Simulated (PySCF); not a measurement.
Electronic structure of Ba (barium, neutral) at the UHF level

Configuration: [Xe] 5d2, high-spin 3F determinant (an excited configuration). Computed with PySCF 2.14 in x2c-TZVPPall (11s7p6d2f1g, 85 functions), with scalar relativity by spin-free X2C-1e.

- Total energy: -8131.514120 hartree
- One-electron energy: -11105.0296 hartree
- Hartree (Coulomb) energy: 3170.5810 hartree
- Exchange energy: -197.0655 hartree
- ⟨S²⟩: 2.0071
- ⟨L²⟩: 12.056
- Sum of ⟨r⟩: 42.72 bohr
- Sum of ⟨r²⟩: 86.89 bohr²
- Langevin diamagnetic susceptibility: -68.8 ×10⁻⁶ cm³/mol

```csv
shell,electrons,mean orbital energy (eV),spread (eV),"rms radius, mean of both spins (bohr)"
1s β,1,-37619.8,0,0.0292
1s α,1,-37619.8,0,0.0292
2s α,1,-6050.1,0,0.119
2s β,1,-6050.0,0,0.119
2p α,3,-5422.9,0,0.106
2p β,3,-5422.9,0,0.106
3s β,1,-1320.4,0,0.311
3s α,1,-1320.4,0,0.311
3p α,3,-1114.0,0,0.311
3p β,3,-1114.0,0,0.311
3d α,5,-812.05,0.073,0.289
3d β,5,-812.00,0.017,0.289
4s α,1,-276.20,0,0.715
4s β,1,-276.15,0,0.715
4p α,3,-206.75,0,0.761
4p β,3,-206.70,0,0.761
4d α,5,-102.18,0.175,0.862
4d β,5,-102.08,0.069,0.862
5s α,1,-40.928,0,1.78
5s β,1,-40.497,0,1.78
5p α,3,-22.518,0,2.08
5p β,3,-21.521,0,2.08
5d α,2,-3.089,0,4.53
```

Spin-orbit coupling, absent here, splits the open shell strongly.

Densities and radii are taken from the X2C orbitals without a picture-change correction, which distorts them close to the nucleus.

Spin-orbit constants ζ (cm⁻¹) from the X2C one-electron operator on these orbitals: bare nucleus, nucleus screened by l(l+1)(2l+1)/3 electrons, and screened by the Breit-Pauli mean field of the electrons.

| shell | bare | screened nucleus | mean field |
| --- | --- | --- | --- |
| 2p | 2015000 | 1943000 | n/a |
| 3p | 394100 | 380100 | n/a |
| 3d | 60700 | 49860 | n/a |
| 4p | 80050 | 77190 | n/a |
| 4d | 9870 | 8108 | n/a |
| 5p | 9644 | 9299 | n/a |
| 5d | 299.2 | 245.7 | n/a |

To first order the Landé constant is A = 122.9 cm⁻¹, so the lowest level has J = 2 and lies 0.0609 eV below the centre of the term. This holds in LS coupling only.
